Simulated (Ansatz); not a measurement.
`OC(O)(F)Br` + HCl → `OC(F)(Cl)Br` + H₂O  (substitution at a C–O bond)

Calculated with Ansatz (gas phase, PBE0-D4/def2-TZVP geometries, no zero-point term in ΔE). CCSD(T)/CBS is the MP2 limit (def2-TZVPP, def2-QZVPP) plus CCSD(T) − MP2 in def2-TZVPP, frozen cores. This one scheme is used for every species. Functionals use def2-TZVPP. B3LYP here is the variant with VWN-RPA as its local correlation; programs differ in this. For Br outer-core shells are correlated without core-valence functions, which leaves a few kJ/mol of doubt a bond. Scalar relativity is left out up to krypton. Each species was taken in one conformer, which may not be the lowest.

```
        level  ΔE (kcal/mol)
     B3LYP-D4            8.9
      ωB97X-V           10.0
      ωB97M-V            9.5
HF/def2-TZVPP           14.3
```

Problem. What does CCSD(T)/CBS give? (Estimate.)

Solution. The calculation gave: +7.9 kcal/mol. The listed levels differ from it by 1.0, 2.1, 1.6, 6.4 kcal/mol.

Largest T1 diagnostic among the species: 0.010.

From r2SCAN to r2SCAN0 (25 % exact exchange), in def2-TZVPP and without D4, ΔE moves by +0.9 kcal/mol. The D4 term adds −0.8 kcal/mol with B3LYP and −0.4 kcal/mol with PBE0; it sums over pairs of atoms, weighted by their polarisabilities, and B3LYP, whose exchange is more repulsive, gets the larger term. Leaving LDA and LC-ωPBE aside and taking each functional with its dispersion term where it has one, the values, not all of them listed here, spread over 3.6 kcal/mol, from revPBE-D4 to BHLYP-D4. LDA lies +1.8 kcal/mol from PBE without D4.

CCSD(T)/CBS has its own doubt, a few kJ/mol and more with outer-core shells, so smaller differences from it don't rank the levels.
